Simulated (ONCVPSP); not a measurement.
**manganese (Mn), ONCV: configuration errors across variants**

```json
{
  "Element": "manganese (Mn)",
  "Generator": "ONCVPSP 4.0.1",
  "Type": "optimised norm-conserving Vanderbilt (ONCV)",
  "Functional": "PW91",
  "Relativity": "scalar-relativistic",
  "Frozen core": "[Ne]",
  "Valence charge": "15",
  "Reference configuration": "3s2 3p6 3d5 4s2",
  "Partial waves": "3s+4s: rc 1.60 bohr, ncon 5, nbas 9, qcut 6.5 1/bohr, 2 projectors; 3p: rc 1.20 bohr, ncon 4, nbas 7, qcut 13.7 1/bohr, 2 projectors, debl 2 Ha; 3d: rc 1.45 bohr, ncon 4, nbas 9, qcut 11.4 1/bohr, 2 projectors, debl 0.8 Ha",
  "Local potential": "polynomial inside 1.05 bohr (lpopt 5, dvloc0 -1 Ha)",
  "Core correction": "Teter function, fcfact 3.5, rcfact 1.25"
}
```

In the p channel the program set the typed energies aside and used -2.008, 0.250 Ha.

All-electron excitation energies from the reference (eV): (1) 3s2 3p6 3d5 4s1 8.475; (2) 3s2 3p6 3d5 4s0 24.116; (3) 3s2 3p6 3d4 4s0 56.736; (4) 3s2 3p6 3d4 4s2 4p1 7.839.

Errors AE − PS in meV (a dash: test not solved or not reliable):

| change | (1) | (2) | (3) | (4) | bound ghosts | GHOST(+) flags above zero |
| --- | --- | --- | --- | --- | --- | --- |
| base | -0.3 | -0.1 | +8.0 | +28 | none | none |
| p: rc 0.84; local potential polynomial inside 0.84 bohr (lpopt 5, dvloc0 -1 Ha) | -0.2 | -0.1 | +7.2 | +28 | none | none |
| p: rc 1.1 | -0.3 | -0.1 | +7.7 | +28 | none | none |
| p: rc 1.32 | -0.3 | -0.1 | +7.9 | +28 | none | none |
| p: rc 1.44 | -0.3 | -0.1 | +8.6 | +29 | none | none |
| p: rc 1.48 | -0.3 | -0.1 | +8.2 | +28 | none | none |
| p: rc 1.64 | -0.3 | -0.1 | +8.8 | +29 | none | none |
| p: rc 1.74 | -0.3 | -0.2 | +6.6 | +27 | none | none |

Problem. Give the same row for: p: rc 0.96; local potential polynomial inside 0.96 bohr (lpopt 5, dvloc0 -1 Ha).

Solution. -0.3, -0.1, +7.3, +28; bound ghosts: none; GHOST(+) flags above zero: none.
